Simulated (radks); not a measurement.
The numbers below are computed, except where a source is named.
Question: Isoelectronic series with 37 electrons, each ion in its NIST ground configuration. Code: a radial shooting solver on a logarithmic mesh with Libxc functionals. Model: non-relativistic Kohn-Sham, BLYP, spin-polarised, spherical densities, point nucleus; open shells are filled with parallel spins first (spin-orbit coupling, left out, can overturn this in heavy ions). Total energies (hartree) and mean radii <r> (bohr) (* marks an orbital that is empty in some or all of the ions):

ion    configuration  E (hartree)  5s up*  4p down   4p up
Rb          [Kr] 5s1  -2940.17342   5.184    1.735   1.739
Sr+         [Kr] 5s1  -3133.20836   3.903    1.568   1.572
Zr3+        [Kr] 4d1  -3539.39626   2.945    1.349   1.351
Nb4+        [Kr] 4d1  -3752.49770   2.643    1.259   1.261
Mo5+        [Kr] 4d1  -3972.22873   2.411    1.182   1.183
Tc6+        [Kr] 4d1  -4198.57874   2.224    1.115   1.116
Ru7+        [Kr] 4d1  -4431.53964   2.070    1.056   1.057
Pd9+        [Kr] 4d1  -4917.26989   1.827   0.9570  0.9574
Ag10+       [Kr] 4d1  -5170.02982   1.728   0.9148  0.9150
Cd11+       [Kr] 4d1  -5429.38129   1.641   0.8765  0.8767
In12+       [Kr] 4d1  -5695.32130   1.564   0.8416  0.8416
Sn13+       [Kr] 4d1  -5967.84726   1.494   0.8095  0.8095
Sb14+       [Kr] 4d1  -6246.95693   1.430   0.7799  0.7799
Te15+       [Kr] 4d1  -6532.64838   1.373   0.7526  0.7525
I16+        [Kr] 4d1  -6824.91991   1.320   0.7272  0.7271
Xe17+       [Kr] 4d1  -7123.77003   1.271   0.7036  0.7035
Cs18+       [Kr] 4d1   -7429.1974   1.227   0.6816  0.6815

Estimate the row of Rh8+ ([Kr] 4d1).

Answer: E (hartree) -4671.10508; 5s up* 1.939; 4p down 1.004; 4p up 1.004.
